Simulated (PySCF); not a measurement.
## Basis-set dependence of population analyses: `C[Si@H](O)[SiH2]N`

Compound: CH9NOSi2.
Atom-mapped SMILES: `[CH3:1][Si@H:2]([OH:3])[SiH2:4][NH2:5]` (hydrogens: H6, H7, H8 on C1; H9 on Si2; H10 on O3; H11, H12 on Si4; H13, H14 on N5)

Structure used (PBE0-D3(BJ)/def2-SVP), in Å, numbered top down from 1:
```
atom  x, y, z in Å
C1     1.9763   -0.2494    0.3992
Si2    0.6141    0.2726   -0.7830
O3     0.1123    1.8540   -0.4803
Si4   -1.3718   -0.8872   -0.3554
N5    -1.9386   -0.0442    1.0570
H6     2.2834   -1.2875    0.1918
H7     2.8688    0.3908    0.3118
H8     1.6120   -0.2015    1.4370
H9     1.1282    0.1503   -2.1889
H10    0.7820    2.5405   -0.5516
H11   -1.1366   -2.3273   -0.0152
H12   -2.2878   -0.8926   -1.5507
H13   -2.8160   -0.3010    1.4967
H14   -1.8336    0.9664    1.0246
```

PBE0 throughout (PySCF), one geometry, spherical d and f functions. Geometry: PBE0-D3(BJ)/def2-SVP, one conformer, isolated molecule. Atoms taken as equivalent share a column and are averaged. The first 7 of 11 kinds of atom are listed.

Mulliken charges (e):

| basis | functions | C1 | Si2 | O3 | Si4 | N5 | H6/H7/H8 | H9 |
| --- | --- | --- | --- | --- | --- | --- | --- | --- |
| pcSseg-0 | 71 | -1.194 | +0.925 | -0.830 | +0.539 | -1.050 | +0.263 | -0.075 |
| 6-31G* | 96 | -0.780 | +0.630 | -0.763 | +0.390 | -0.935 | +0.199 | -0.104 |
| cc-pVDZ | 123 | -0.284 | +0.393 | -0.385 | +0.234 | -0.316 | +0.067 | -0.086 |
| def2-SVP | 123 | -0.370 | +0.482 | -0.440 | +0.326 | -0.422 | +0.078 | -0.098 |
| aug-cc-pVDZ | 204 | +0.398 | +0.806 | -0.750 | -0.282 | -0.306 | -0.253 | +0.276 |
| 6-311+G(2d,p) | 205 | -0.761 | +0.793 | -0.699 | +0.434 | -0.832 | +0.165 | -0.069 |
| def2-TZVP | 221 | -0.500 | +0.371 | -0.552 | +0.220 | -0.630 | +0.142 | -0.054 |
| IGLO-III | 283 | -0.622 | +0.720 | -0.637 | +0.688 | -0.702 | +0.142 | -0.193 |
| cc-pVTZ | 284 | -0.403 | +0.346 | -0.389 | +0.199 | -0.359 | +0.107 | -0.075 |
| pcSseg-2 | 320 | -0.284 | +0.588 | -0.550 | +0.500 | -0.554 | +0.055 | -0.136 |

IAO charges (e):

```tsv
basis	functions	C1	Si2	O3	Si4	N5	H6/H7/H8	H9
pcSseg-0	71	-0.728	+0.749	-0.730	+0.450	-0.773	+0.164	-0.114
6-31G*	96	-0.726	+0.844	-0.779	+0.564	-0.823	+0.155	-0.148
cc-pVDZ	123	-0.723	+0.839	-0.777	+0.560	-0.818	+0.154	-0.148
def2-SVP	123	-0.717	+0.846	-0.773	+0.570	-0.810	+0.152	-0.154
aug-cc-pVDZ	204	-0.735	+0.847	-0.800	+0.564	-0.850	+0.159	-0.145
6-311+G(2d,p)	205	-0.747	+0.869	-0.808	+0.590	-0.861	+0.160	-0.153
def2-TZVP	221	-0.750	+0.879	-0.808	+0.596	-0.859	+0.160	-0.156
IGLO-III	283	-0.750	+0.876	-0.811	+0.594	-0.863	+0.160	-0.155
cc-pVTZ	284	-0.747	+0.869	-0.804	+0.584	-0.853	+0.160	-0.153
pcSseg-2	320	-0.750	+0.876	-0.809	+0.594	-0.861	+0.160	-0.156
```

Hirshfeld charges (e):

```json
{"basis": "pcSseg-0", "functions": "71", "C1": "-0.205", "Si2": "+0.355", "O3": "-0.332", "Si4": "+0.282", "N5": "-0.321", "H6/H7/H8": "+0.038", "H9": "-0.098"}
{"basis": "6-31G*", "functions": "96", "C1": "-0.197", "Si2": "+0.296", "O3": "-0.309", "Si4": "+0.237", "N5": "-0.307", "H6/H7/H8": "+0.046", "H9": "-0.091"}
{"basis": "cc-pVDZ", "functions": "123", "C1": "-0.210", "Si2": "+0.317", "O3": "-0.299", "Si4": "+0.255", "N5": "-0.305", "H6/H7/H8": "+0.044", "H9": "-0.097"}
{"basis": "def2-SVP", "functions": "123", "C1": "-0.213", "Si2": "+0.326", "O3": "-0.305", "Si4": "+0.263", "N5": "-0.309", "H6/H7/H8": "+0.043", "H9": "-0.099"}
{"basis": "aug-cc-pVDZ", "functions": "204", "C1": "-0.225", "Si2": "+0.333", "O3": "-0.311", "Si4": "+0.268", "N5": "-0.322", "H6/H7/H8": "+0.046", "H9": "-0.090"}
{"basis": "6-311+G(2d,p)", "functions": "205", "C1": "-0.216", "Si2": "+0.329", "O3": "-0.312", "Si4": "+0.267", "N5": "-0.319", "H6/H7/H8": "+0.044", "H9": "-0.091"}
{"basis": "def2-TZVP", "functions": "221", "C1": "-0.219", "Si2": "+0.324", "O3": "-0.309", "Si4": "+0.261", "N5": "-0.319", "H6/H7/H8": "+0.045", "H9": "-0.092"}
{"basis": "IGLO-III", "functions": "283", "C1": "-0.223", "Si2": "+0.330", "O3": "-0.309", "Si4": "+0.267", "N5": "-0.322", "H6/H7/H8": "+0.045", "H9": "-0.090"}
{"basis": "cc-pVTZ", "functions": "284", "C1": "-0.220", "Si2": "+0.325", "O3": "-0.306", "Si4": "+0.261", "N5": "-0.318", "H6/H7/H8": "+0.046", "H9": "-0.093"}
{"basis": "pcSseg-2", "functions": "320", "C1": "-0.226", "Si2": "+0.334", "O3": "-0.312", "Si4": "+0.270", "N5": "-0.325", "H6/H7/H8": "+0.046", "H9": "-0.092"}
```

Some averages cover members that differ in this geometry, most widely: H6/H7/H8, Mulliken in aug-cc-pVDZ -0.302 to -0.195; H6/H7/H8, Mulliken in 6-311+G(2d,p) +0.153 to +0.178 e.

Task: Which scheme is steadiest as the basis changes?

Result: Largest range over the bases for any column: Hirshfeld 0.06 e, IAO 0.15 e, Mulliken 1.59 e. Hirshfeld charges move least and Mulliken charges most, counted in e.

Task: How much do the charges still move between the two largest bases, cc-pVTZ and pcSseg-2?

Result: At most, over all atoms: Mulliken 0.300 e, IAO 0.009 e, Hirshfeld 0.009 e.

Task: What do the same runs give for the total energy, the frontier levels and the dipole moment?

Result: 
```json
{"basis": "pcSseg-0", "energy (Eh)": "-750.9981", "HOMO (eV)": "-6.71", "LUMO (eV)": "0.25", "μ (D)": "1.36"}
{"basis": "6-31G*", "energy (Eh)": "-752.0576", "HOMO (eV)": "-6.85", "LUMO (eV)": "0.27", "μ (D)": "1.46"}
{"basis": "cc-pVDZ", "energy (Eh)": "-752.1054", "HOMO (eV)": "-6.89", "LUMO (eV)": "0.31", "μ (D)": "1.48"}
{"basis": "def2-SVP", "energy (Eh)": "-751.7961", "HOMO (eV)": "-6.94", "LUMO (eV)": "0.32", "μ (D)": "1.47"}
{"basis": "aug-cc-pVDZ", "energy (Eh)": "-752.1319", "HOMO (eV)": "-7.16", "LUMO (eV)": "-0.56", "μ (D)": "1.21"}
{"basis": "6-311+G(2d,p)", "energy (Eh)": "-752.1934", "HOMO (eV)": "-7.19", "LUMO (eV)": "-0.52", "μ (D)": "1.26"}
{"basis": "def2-TZVP", "energy (Eh)": "-752.2108", "HOMO (eV)": "-7.16", "LUMO (eV)": "-0.19", "μ (D)": "1.34"}
{"basis": "IGLO-III", "energy (Eh)": "-752.2176", "HOMO (eV)": "-7.18", "LUMO (eV)": "-0.21", "μ (D)": "1.26"}
{"basis": "cc-pVTZ", "energy (Eh)": "-752.2087", "HOMO (eV)": "-7.11", "LUMO (eV)": "-0.06", "μ (D)": "1.36"}
{"basis": "pcSseg-2", "energy (Eh)": "-752.2267", "HOMO (eV)": "-7.20", "LUMO (eV)": "-0.36", "μ (D)": "1.25"}
```

The dipole is fixed by the density alone, so its range of 0.27 D shows that the density itself changes with the basis, not only its division among atoms.
